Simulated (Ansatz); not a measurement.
Consider the formal loss of a carbene: `CO[Si](C)(N)Cl` → `[CH2]` (triplet) + `CO[SiH](N)Cl`.

Computed with Ansatz on PBE0-D4/def2-TZVP structures; ΔE is electronic, products minus reactants. CBS: MP2 limit from def2 TZ/QZ plus the TZ coupled-cluster correction, frozen cores. This one scheme is used for every species. DFT in def2-TZVPP. B3LYP here is the variant with VWN-RPA as its local correlation; programs differ in this. Triplets are unrestricted, without spin–orbit coupling. One conformer a species, not always the lowest.

**Question.** Is it downhill or uphill in electronic energy at CCSD(T)/CBS, and by how much? (Estimate.)

**Answer.** Ansatz gave: Uphill: ΔE = +491.5 kJ/mol.

**Question.** What do these levels give: r2SCAN-D4, ωB97X-V, ωB97M-V, B2PLYP, PBE, r2SCAN, PBE0, B3LYP, HF/def2-TZVPP, MP2/def2-TZVPP, SCS-MP2/def2-TZVPP, CCSD/CBS(def2)? (An estimate is asked.)

**Answer.** Ansatz gave: r2SCAN-D4 471.8, ωB97X-V 501.3, ωB97M-V 496.3, B2PLYP 479.4, PBE 488.6, r2SCAN 469.2, PBE0 482.3, B3LYP 470.4, HF/def2-TZVPP 337.5, MP2/def2-TZVPP 493.7, SCS-MP2/def2-TZVPP 490.5, CCSD/CBS(def2) 479.8 kJ/mol.

Largest T1 diagnostic among the species: 0.011.

The D4 term adds +14.2 kJ/mol with B3LYP and +7.9 kJ/mol with PBE0; it sums over pairs of atoms, weighted by their polarisabilities, and B3LYP, whose exchange is more repulsive, gets the larger term. From PBE to PBE0 (25 % exact exchange), in def2-TZVPP and without D4, ΔE moves by −6.3 kJ/mol. In def2-TZVPP, CCSD(T) changes the Hartree–Fock value by +141.7 kJ/mol (the triples alone add +11.7 kJ/mol) and MP2 by +156.3 kJ/mol.
